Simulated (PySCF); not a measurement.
SiH2Cl2, SMILES Cl[SiH2]Cl. Geometry: B3LYP-D3(BJ)/def2-TZVP. The isomer is the one that the SMILES or the coordinates give; other isomers of the formula were not compared.

TDA-B3LYP/def2-SVPD (PySCF) puts the lowest singlet excitations at 7.23, 7.47, 7.69, 7.79, 7.89, 8.02 eV.

Q: What are the lowest excitation roots from ADC(2)/aug-cc-pVDZ run with PySCF? (Estimate from the structure and the level; the computed values follow.)

A: 7.92, 8.04, 8.30, 8.50, 8.52, 8.62 eV. S1 differs by 0.69 eV (second minus first; roots are paired by order, and the bases may differ).
